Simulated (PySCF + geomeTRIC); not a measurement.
Method: PySCF + geomeTRIC with BP86-D3(BJ)/def2-SVP. fastk is a local helper that only speeds up exchange builds. No frequencies were computed at this level.

```python
import json, numpy as np
from pyscf import gto, dft
from fastk import lowrank_exchange
atoms = """
Zr     0.092176     0.013404    -0.073811
C      2.078539     1.649480    -0.481166
N      1.838974     1.114671     0.698872
N      1.196686     1.438773    -1.430705
H      2.981000     2.264465    -0.655325
H      2.548392     1.307916     1.403720
H      1.434691     1.870196    -2.322347
O      0.486350    -1.631840    -0.932402
H      0.109573    -2.398879    -0.478521
O     -1.615141     0.531678    -0.728505
H     -1.705303     0.491333    -1.691014
O     -0.506524    -0.626579     1.611524
H     -1.468549    -0.718317     1.652449
"""
def scf(charge, spin, dm0=None):
    mol = gto.M(atom=atoms, basis='def2-svp', ecp={'Zr': 'def2-svp'}, charge=charge, spin=spin, verbose=3, max_memory=15120)
    mf = dft.KS(mol, xc='bp86').density_fit(auxbasis="def2-universal-jkfit")
    mf.disp = 'd3bj'
    mf.grids.level = 3
    mf.conv_tol = 1e-8
    mf.max_cycle = 120
    mf.level_shift = 0.25
    mf.kernel(dm0)
    if not mf.converged:
        mf = mf.newton().run(mf.mo_coeff, mf.mo_occ).undo_soscf()
    return mf
mf = scf(0, 0)
from pyscf.geomopt.geometric_solver import kernel as optimize
path = []
done, mol = optimize(mf, maxsteps=120, assert_convergence=False, callback=lambda env: path.append((env["energy"], bool(env["g_scanner"].converged))))
res = dict(converged=bool(done and path[-1][1]), energy=path[-1][0], path=[e for e, c in path], xyz=mol.atom_coords(unit="Angstrom").tolist(), nao=mol.nao)
json.dump(res, open("result.json", "w"))
```

Output:

```
[...]
cycle 48: E = -424.00527118  dE = -1.92434e-05  norm(grad) = 0.00140303
Geometry optimization cycle 49
converged SCF energy = -424.005296215531
cycle 49: E = -424.005296216  dE = -2.5035e-05  norm(grad) = 0.000910256
Geometry optimization cycle 50
converged SCF energy = -424.005305845725
cycle 50: E = -424.005305846  dE = -9.63019e-06  norm(grad) = 0.000908672
Geometry optimization cycle 51
converged SCF energy = -424.005309599759
cycle 51: E = -424.0053096  dE = -3.75403e-06  norm(grad) = 0.000874049
Geometry optimization cycle 52
converged SCF energy = -424.005313210338
cycle 52: E = -424.00531321  dE = -3.61058e-06  norm(grad) = 0.000816637
Geometry optimization cycle 53
converged SCF energy = -424.005315519637
cycle 53: E = -424.00531552  dE = -2.3093e-06  norm(grad) = 0.000671209
Geometry optimization cycle 54
converged SCF energy = -424.00531794141
cycle 54: E = -424.005317941  dE = -2.42177e-06  norm(grad) = 0.000889762
Geometry optimization cycle 55
converged SCF energy = -424.005314013448
cycle 55: E = -424.005314013  dE = 3.92796e-06  norm(grad) = 0.00137939
Geometry optimization cycle 56
converged SCF energy = -424.005318529451
cycle 56: E = -424.005318529  dE = -4.516e-06  norm(grad) = 0.00116919
Geometry optimization cycle 57
converged SCF energy = -424.005324594564
cycle 57: E = -424.005324595  dE = -6.06511e-06  norm(grad) = 0.0007271
Geometry optimization cycle 58
converged SCF energy = -424.005327414577
cycle 58: E = -424.005327415  dE = -2.82001e-06  norm(grad) = 0.000621704
Geometry optimization cycle 59
converged SCF energy = -424.005327226032
cycle 59: E = -424.005327226  dE = 1.88545e-07  norm(grad) = 0.000729445
Geometry optimization cycle 60
converged SCF energy = -424.005327704443
cycle 60: E = -424.005327704  dE = -4.78412e-07  norm(grad) = 0.000701621
Geometry optimization cycle 61
converged SCF energy = -424.005329668656
cycle 61: E = -424.005329669  dE = -1.96421e-06  norm(grad) = 0.000606135
Geometry optimization cycle 62
converged SCF energy = -424.005331090735
cycle 62: E = -424.005331091  dE = -1.42208e-06  norm(grad) = 0.000507195
Geometry optimization cycle 63
converged SCF energy = -424.005332331207
cycle 63: E = -424.005332331  dE = -1.24047e-06  norm(grad) = 0.000414676
Geometry optimization cycle 64
converged SCF energy = -424.005333285713
cycle 64: E = -424.005333286  dE = -9.54506e-07  norm(grad) = 0.000320247
Geometry optimization cycle 65
converged SCF energy = -424.005333754924
cycle 65: E = -424.005333755  dE = -4.69211e-07  norm(grad) = 0.000288707
<class 'geometric.internal.Distance'> : 17
<class 'geometric.internal.Angle'> : 32
<class 'geometric.internal.LinearAngle'> : 2
<class 'geometric.internal.OutOfPlane'> : 34
<class 'geometric.internal.Dihedral'> : 96
<class 'geometric.internal.TranslationX'> : 1
<class 'geometric.internal.TranslationY'> : 1
<class 'geometric.internal.TranslationZ'> : 1
<class 'geometric.internal.RotationA'> : 1
<class 'geometric.internal.RotationB'> : 1
<class 'geometric.internal.RotationC'> : 1
Step    0 : Gradient = 2.396e-02/4.150e-02 (rms/max) Energy = -423.9798790614
Step    1 : Displace = 9.972e-02/1.394e-01 (rms/max) Trust = 1.000e-01 (=) Grad = 1.269e-02/2.255e-02 (rms/max) E (change) = -423.9932130518 (-1.333e-02) Quality = 0.661
Step    2 : Displace = 2.545e-02/4.316e-02 (rms/max) Trust = 1.000e-01 (=) Grad = 7.696e-03/1.357e-02 (rms/max) E (change) = -423.9954558843 (-2.243e-03) Quality = 1.015
Step    3 : Displace = 2.732e-02/4.072e-02 (rms/max) Trust = 1.414e-01 (+) Grad = 4.985e-03/8.165e-03 (rms/max) E (change) = -423.9967065889 (-1.251e-03) Quality = 0.849
Step    4 : Displace = 2.047e-02/4.701e-02 (rms/max) Trust = 2.000e-01 (+) Grad = 3.105e-03/5.204e-03 (rms/max) E (change) = -423.9978458058 (-1.139e-03) Quality = 1.775
Step    5 : Displace = 1.069e-01/2.444e-01 (rms/max) Trust = 2.828e-01 (+) Grad = 4.390e-03/7.930e-03 (rms/max) E (change) = -424.0006995485 (-2.854e-03) Quality = 1.159
Step    6 : Displace = 3.878e-02/7.981e-02 (rms/max) Trust = 3.000e-01 (+) Grad = 4.485e-03/8.640e-03 (rms/max) E (change) = -424.0013062495 (-6.067e-04) Quality = 1.358
Step    7 : Displace = 9.579e-03/1.686e-02 (rms/max) Trust = 3.000e-01 (=) Grad = 2.407e-03/4.688e-03 (rms/max) E (change) = -424.0017126371 (-4.064e-04) Quality = 0.994
Step    8 : Displace = 4.048e-02/8.068e-02 (rms/max) Trust = 3.000e-01 (=) Grad = 8.861e-03/2.070e-02 (rms/max) E (change) = -424.0016492203 (+6.342e-05) Quality = 0.001
Step    9 : Displace = 2.208e-02/4.404e-02 (rms/max) Trust = 2.024e-02 (-) Grad = 2.548e-03/5.312e-03 (rms/max) E (change) = -424.0023723682 (-7.231e-04) Quality = 1.233
Step   10 : Displace = 1.961e-02/4.325e-02 (rms/max) Trust = 2.863e-02 (+) Grad = 1.940e-03/4.380e-03 (rms/max) E (change) = -424.0026664701 (-2.941e-04) Quality = 1.598
Step   11 : Displace = 4.086e-02/9.037e-02 (rms/max) Trust = 4.048e-02 (+) Grad = 2.503e-03/5.115e-03 (rms/max) E (change) = -424.0030713420 (-4.049e-04) Quality = 1.342
Step   12 : Displace = 2.688e-02/6.046e-02 (rms/max) Trust = 5.725e-02 (+) Grad = 1.743e-03/3.189e-03 (rms/max) E (change) = -424.0032498039 (-1.785e-04) Quality = 1.480
Step   13 : Displace = 2.382e-02/5.284e-02 (rms/max) Trust = 8.096e-02 (+) Grad = 9.469e-04/1.691e-03 (rms/max) E (change) = -424.0033691394 (-1.193e-04) Quality = 1.427
Step   14 : Displace = 1.968e-02/4.043e-02 (rms/max) Trust = 1.145e-01 (+) Grad = 1.130e-03/1.789e-03 (rms/max) E (change) = -424.0034492791 (-8.014e-05) Quality = 1.468
Step   15 : Displace = 2.520e-02/4.809e-02 (rms/max) Trust = 1.619e-01 (+) Grad = 1.321e-03/1.943e-03 (rms/max) E (change) = -424.0035382616 (-8.898e-05) Quality = 1.377
Step   16 : Displace = 2.905e-02/5.636e-02 (rms/max) Trust = 2.290e-01 (+) Grad = 1.163e-03/1.829e-03 (rms/max) E (change) = -424.0036309608 (-9.270e-05) Quality = 1.327
Step   17 : Displace = 3.136e-02/5.822e-02 (rms/max) Trust = 3.000e-01 (+) Grad = 1.093e-03/1.899e-03 (rms/max) E (change) = -424.0037334165 (-1.025e-04) Quality = 1.335
Step   18 : Displace = 3.152e-02/5.564e-02 (rms/max) Trust = 3.000e-01 (=) Grad = 1.348e-03/2.666e-03 (rms/max) E (change) = -424.0038522768 (-1.189e-04) Quality = 1.377
Step   19 : Displace = 2.589e-02/6.049e-02 (rms/max) Trust = 3.000e-01 (=) Grad = 1.277e-03/2.174e-03 (rms/max) E (change) = -424.0039508147 (-9.854e-05) Quality = 1.309
Step   20 : Displace = 1.212e-02/2.692e-02 (rms/max) Trust = 3.000e-01 (=) Grad = 8.826e-04/1.650e-03 (rms/max) E (change) = -424.0039917128 (-4.090e-05) Quality = 1.297
Step   21 : Displace = 6.309e-03/9.855e-03 (rms/max) Trust = 3.000e-01 (=) Grad = 6.330e-04/1.497e-03 (rms/max) E (change) = -424.0040085034 (-1.679e-05) Quality = 1.223
Step   22 : Displace = 5.894e-03/1.103e-02 (rms/max) Trust = 3.000e-01 (=) Grad = 6.510e-04/1.488e-03 (rms/max) E (change) = -424.0040198541 (-1.135e-05) Quality = 1.150
Step   23 : Displace = 9.456e-03/1.876e-02 (rms/max) Trust = 3.000e-01 (=) Grad = 8.430e-04/1.509e-03 (rms/max) E (change) = -424.0040353117 (-1.546e-05) Quality = 1.108
Step   24 : Displace = 1.605e-02/3.129e-02 (rms/max) Trust = 3.000e-01 (=) Grad = 1.064e-03/2.009e-03 (rms/max) E (change) = -424.0040585525 (-2.324e-05) Quality = 1.029
Step   25 : Displace = 2.677e-02/4.995e-02 (rms/max) Trust = 3.000e-01 (=) Grad = 1.204e-03/2.656e-03 (rms/max) E (change) = -424.0040948158 (-3.626e-05) Quality = 0.952
Step   26 : Displace = 3.314e-02/5.857e-02 (rms/max) Trust = 3.000e-01 (=) Grad = 1.166e-03/2.651e-03 (rms/max) E (change) = -424.0041397101 (-4.489e-05) Quality = 0.913
Step   27 : Displace = 2.863e-02/5.032e-02 (rms/max) Trust = 3.000e-01 (=) Grad = 9.691e-04/1.774e-03 (rms/max) E (change) = -424.0041898920 (-5.018e-05) Quality = 0.970
Step   28 : Displace = 1.809e-02/3.151e-02 (rms/max) Trust = 3.000e-01 (=) Grad = 7.934e-04/1.167e-03 (rms/max) E (change) = -424.0042283795 (-3.849e-05) Quality = 0.901
Step   29 : Displace = 8.855e-03/1.726e-02 (rms/max) Trust = 3.000e-01 (=) Grad = 7.287e-04/1.143e-03 (rms/max) E (change) = -424.0042490134 (-2.063e-05) Quality = 0.912
Step   30 : Displace = 8.446e-03/1.521e-02 (rms/max) Trust = 3.000e-01 (=) Grad = 8.173e-04/1.445e-03 (rms/max) E (change) = -424.0042692086 (-2.020e-05) Quality = 0.926
Step   31 : Displace = 1.046e-02/1.776e-02 (rms/max) Trust = 3.000e-01 (=) Grad = 1.047e-03/1.763e-03 (rms/max) E (change) = -424.0042970356 (-2.783e-05) Quality = 1.056
Step   32 : Displace = 1.335e-02/2.137e-02 (rms/max) Trust = 3.000e-01 (=) Grad = 1.188e-03/1.793e-03 (rms/max) E (change) = -424.0043378341 (-4.080e-05) Quality = 1.212
Step   33 : Displace = 1.278e-02/2.289e-02 (rms/max) Trust = 3.000e-01 (=) Grad = 1.035e-03/1.467e-03 (rms/max) E (change) = -424.0043853332 (-4.750e-05) Quality = 1.337
Step   34 : Displace = 1.100e-02/2.402e-02 (rms/max) Trust = 3.000e-01 (=) Grad = 8.339e-04/1.744e-03 (rms/max) E (change) = -424.0044292889 (-4.396e-05) Quality = -0.000
Step   35 : Displace = 5.500e-03/9.964e-03 (rms/max) Trust = 5.499e-03 (-) Grad = 6.407e-04/1.405e-03 (rms/max) E (change) = -424.0044641904 (-3.490e-05) Quality = 1.407
Step   36 : Displace = 7.838e-03/1.563e-02 (rms/max) Trust = 7.777e-03 (+) Grad = 6.515e-04/1.550e-03 (rms/max) E (change) = -424.0045156127 (-5.142e-05) Quality = 1.035
Step   37 : Displace = 1.099e-02/2.440e-02 (rms/max) Trust = 1.100e-02 (+) Grad = 7.138e-04/1.633e-03 (rms/max) E (change) = -424.0045852522 (-6.964e-05) Quality = 1.019
Step   38 : Displace = 1.683e-02/4.040e-02 (rms/max) Trust = 1.555e-02 (+) Grad = 7.447e-04/1.566e-03 (rms/max) E (change) = -424.0046887119 (-1.035e-04) Quality = 1.011
Step   39 : Displace = 2.148e-02/5.335e-02 (rms/max) Trust = 2.200e-02 (+) Grad = 7.091e-04/1.249e-03 (rms/max) E (change) = -424.0048185510 (-1.298e-04) Quality = 0.994
Step   40 : Displace = 2.990e-02/7.714e-02 (rms/max) Trust = 3.111e-02 (+) Grad = 5.611e-04/9.686e-04 (rms/max) E (change) = -424.0049853349 (-1.668e-04) Quality = 0.993
Step   41 : Displace = 4.256e-02/1.077e-01 (rms/max) Trust = 4.399e-02 (+) Grad = 4.714e-04/8.778e-04 (rms/max) E (change) = -424.0051489769 (-1.636e-04) Quality = 0.913
Step   42 : Displace = 3.694e-02/9.086e-02 (rms/max) Trust = 6.222e-02 (+) Grad = 5.190e-04/1.075e-03 (rms/max) E (change) = -424.0051822043 (-3.323e-05) Quality = 0.686
Step   43 : Displace = 1.218e-02/2.477e-02 (rms/max) Trust = 6.222e-02 (=) Grad = 5.110e-04/9.900e-04 (rms/max) E (change) = -424.0052001567 (-1.795e-05) Quality = 0.996
Step   44 : Displace = 1.227e-02/3.209e-02 (rms/max) Trust = 8.799e-02 (+) Grad = 4.129e-04/7.157e-04 (rms/max) E (change) = -424.0052198843 (-1.973e-05) Quality = 1.330
Step   45 : Displace = 1.537e-02/3.913e-02 (rms/max) Trust = 1.244e-01 (+) Grad = 5.970e-04/1.314e-03 (rms/max) E (change) = -424.0052381847 (-1.830e-05) Quality = 1.152
Step   46 : Displace = 2.705e-02/7.596e-02 (rms/max) Trust = 1.760e-01 (+) Grad = 6.338e-04/1.755e-03 (rms/max) E (change) = -424.0052519371 (-1.375e-05) Quality = 0.540
Step   47 : Displace = 7.298e-03/1.319e-02 (rms/max) Trust = 1.760e-01 (=) Grad = 3.891e-04/7.299e-04 (rms/max) E (change) = -424.0052711805 (-1.924e-05) Quality = 1.320
Step   48 : Displace = 1.328e-02/2.020e-02 (rms/max) Trust = 2.489e-01 (+) Grad = 2.525e-04/5.423e-04 (rms/max) E (change) = -424.0052962155 (-2.504e-05) Quality = 1.051
Step   49 : Displace = 9.508e-03/2.027e-02 (rms/max) Trust = 3.000e-01 (+) Grad = 2.520e-04/4.671e-04 (rms/max) E (change) = -424.0053058457 (-9.630e-06) Quality = 0.999
Step   50 : Displace = 8.246e-03/1.872e-02 (rms/max) Trust = 3.000e-01 (=) Grad = 2.424e-04/3.960e-04 (rms/max) E (change) = -424.0053095998 (-3.754e-06) Quality = 0.684
Step   51 : Displace = 7.163e-03/1.863e-02 (rms/max) Trust = 3.000e-01 (=) Grad = 2.265e-04/3.628e-04 (rms/max) E (change) = -424.0053132103 (-3.611e-06) Quality = 0.735
Step   52 : Displace = 7.757e-03/1.858e-02 (rms/max) Trust = 3.000e-01 (=) Grad = 1.862e-04/3.721e-04 (rms/max) E (change) = -424.0053155196 (-2.309e-06) Quality = 0.385
Step   53 : Displace = 5.532e-03/1.439e-02 (rms/max) Trust = 3.000e-01 (=) Grad = 2.468e-04/4.339e-04 (rms/max) E (change) = -424.0053179414 (-2.422e-06) Quality = 0.423
Step   54 : Displace = 6.810e-03/1.337e-02 (rms/max) Trust = 3.000e-01 (=) Grad = 3.826e-04/7.907e-04 (rms/max) E (change) = -424.0053140134 (+3.928e-06) Quality = -0.635
Step   55 : Displace = 3.376e-03/7.902e-03 (rms/max) Trust = 3.405e-03 (-) Grad = 3.243e-04/7.130e-04 (rms/max) E (change) = -424.0053185295 (-4.516e-06) Quality = 0.980
Step   56 : Displace = 4.912e-03/1.169e-02 (rms/max) Trust = 4.815e-03 (+) Grad = 2.017e-04/4.306e-04 (rms/max) E (change) = -424.0053245946 (-6.065e-06) Quality = 0.694
Step   57 : Displace = 4.809e-03/1.246e-02 (rms/max) Trust = 4.815e-03 (=) Grad = 1.724e-04/3.964e-04 (rms/max) E (change) = -424.0053274146 (-2.820e-06) Quality = 0.363
Step   58 : Displace = 5.025e-03/1.379e-02 (rms/max) Trust = 4.815e-03 (=) Grad = 2.023e-04/4.407e-04 (rms/max) E (change) = -424.0053272260 (+1.885e-07) Quality = -0.019
Step   59 : Displace = 2.501e-03/7.022e-03 (rms/max) Trust = 2.408e-03 (-) Grad = 1.946e-04/4.270e-04 (rms/max) E (change) = -424.0053277044 (-4.784e-07) Quality = 0.063
Step   60 : Displace = 1.324e-03/2.303e-03 (rms/max) Trust = 1.204e-03 (-) Grad = 1.681e-04/3.996e-04 (rms/max) E (change) = -424.0053296687 (-1.964e-06) Quality = 0.402
Step   61 : Displace = 1.135e-03/2.359e-03 (rms/max) Trust = 1.204e-03 (=) Grad = 1.407e-04/2.499e-04 (rms/max) E (change) = -424.0053310907 (-1.422e-06) Quality = 0.421
Step   62 : Displace = 1.173e-03/3.039e-03 (rms/max) Trust = 1.204e-03 (=) Grad = 1.150e-04/2.107e-04 (rms/max) E (change) = -424.0053323312 (-1.240e-06) Quality = 0.305
Step   63 : Displace = 1.191e-03/3.348e-03 (rms/max) Trust = 1.204e-03 (=) Grad = 8.882e-05/1.950e-04 (rms/max) E (change) = -424.0053332857 (-9.545e-07) Quality = 0.211
Step   64 : Displace = 5.964e-04/1.669e-03 (rms/max) Trust = 5.954e-04 (-) Grad = 8.007e-05/1.971e-04 (rms/max) E (change) = -424.0053337549 (-4.692e-07) Quality = 0.204
Converged! =D
```

Cost: roughly 30 core-minutes.
